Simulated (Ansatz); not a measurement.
A calculation with Ansatz (development build ahead of 0.2.0).

```yaml
crystal:
  periodic: [false, false, false]
  atoms:
    - { symbol: Li, position_ang: [1.6618, 0.0564, -0.04921] }
    - { symbol: Li, position_ang: [-1.66488, 0.04933, -0.05595] }
    - { symbol: F, position_ang: [0.02503, 1.97076, 0.06307] }
    - { symbol: F, position_ang: [0.00581, -1.95774, -0.07234] }
basis:
  gaussian: { orbitals: "6-31G" }
hamiltonian:
  xc: hf
```

The input is written out in the form of the current development build from the run's settings.

Output:

```json
{
  "Converged": "yes",
  "Total energy": "-213.79090 hartree",
  "Spin squared of the determinant": "0.000"
}
```

Caution: stretched shape with no unrestricted run beside it, a lower state can exist.
